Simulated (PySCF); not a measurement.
Exercise with solution: oscillator strength and radiative lifetime

AlFH4O3Si, SMILES [OH][Al]([OH])[O][SiH2]F.

Geometry: TPSSh-D3(BJ)/def2-SVP. The structure was generated by enumeration; whether it is a known compound was not checked. The values are those of a single conformer.

TDDFT-B3LYP/def2-SVPD in PySCF puts the first singlet state with f over 0.02 at 7.03 eV (vertical), with the transition dipole (-0.180, 0.027, -0.412) in atomic units.

Problem. Find the oscillator strength, the wavelength and the radiative lifetime that this transition would have in vacuum if emission retraced absorption.

Solution. 
|μ|² = 0.2029 au, so |μ| = 1.14 D. ΔE = 7.03/27.211 = 0.2583 hartree. f = (2/3) ΔE |μ|² = 0.035 (the program prints 0.035).
λ = 1239.84/7.03 = 176 nm; ν = 56701 cm⁻¹.
Einstein's coefficient A = 0.6670 ν² f s⁻¹ (ν in cm⁻¹) = 7.5e7 s⁻¹, so τ = 1/A = 13 ns. This state is S3; the lower singlets have f = 0.006, 0.000. The figure is the radiative limit of this one transition; relaxation, internal conversion, crossing to triplets and a medium change what is measured.
